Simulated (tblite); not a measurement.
C4H9NSi2 (charge +1 and doublet state).
Atom-mapped SMILES: `[CH:1]#[C:2][SiH2:3][Si@@H:4]([NH2+:5])[CH:6]=[CH2:7]` (hydrogens: H8 on C1; H9, H10 on Si3; H11 on Si4; H12, H13 on N5; H14 on C6; H15, H16 on C7)

A start from a force field or distance geometry was refined with GFN2-xTB geometry optimisation, gas phase in tblite 0.8.0. Values at the start:

```
coordinate    start
     C1≡C2  1.200 Å
     C1–H8  1.062 Å
    C2–Si3  1.881 Å
   Si3–Si4  2.359 Å
    Si3–H9  1.487 Å
   Si3–H10  1.484 Å
    Si4–N5  1.695 Å
    Si4–C6  1.843 Å
   Si4–H11  1.489 Å
    N5–H12  1.021 Å
    N5–H13  1.015 Å
     C6=C7  1.334 Å
    C6–H14  1.093 Å
    C7–H15  1.079 Å
    C7–H16  1.096 Å
 C1–C2–Si3   178.2°
C2–Si3–Si4   107.8°
Si3–Si4–N5   115.3°
Si3–Si4–C6   111.2°
 Si4–C6–C7   126.0°
 N5–Si4–C6   106.0°
```

Question: How do these coordinates change at the GFN2-xTB level?

Answer: 
```csv
coordinate,GFN2-xTB (Å or °),change
Si3–Si4,2.596,+0.237
C2–Si3,1.831,-0.050
Si4–H11,1.455,-0.034
Si3–H9,1.457,-0.030
Si4–C6,1.872,+0.029
Si3–H10,1.457,-0.027
C7–H16,1.078,-0.018
N5–H12,1.007,-0.014
C6–H14,1.084,-0.009
C1–H8,1.054,-0.008
C6=C7,1.327,-0.007
N5–H13,1.008,-0.007
C1≡C2,1.206,+0.006
Si4–N5,1.694,-0.001
C7–H15,1.078,-0.001
Si3–Si4–C6,97.6,-13.6
Si3–Si4–N5,106.4,-8.9
C2–Si3–Si4,99.7,-8.1
N5–Si4–C6,112.6,+6.6
Si4–C6–C7,124.4,-1.6
C1–C2–Si3,179.0,+0.8
```

The energy falls by 0.855 eV over 193 L-BFGS steps, the largest force on an atom goes from 2.05 to 0.008 eV/Å, and the atoms move by 0.843 Å rms after alignment. The bond that changes most is Si3–Si4 (ends: silicon bonded to C, Si and 2 H; silicon bonded to C, N, Si and H), which lengthens by 0.237 Å. Bonds longer at the end by more than 0.005 Å: 3 of 15; shorter: 10. Among the dihedrals that turn most is C6–Si4–N5–H12, from 58° to 163°. Rotational constants go from 2508, 965.1, 887.1 to 1956, 1126, 1007 MHz.

Time: 1.2 s wall. Hardware: an Arm Neoverse V2 with one thread (shared host).

Its GFN2-xTB frequencies are all real (lowest 17 cm⁻¹).

One conformer stands for the species.

The numbers are calculated, not measured.
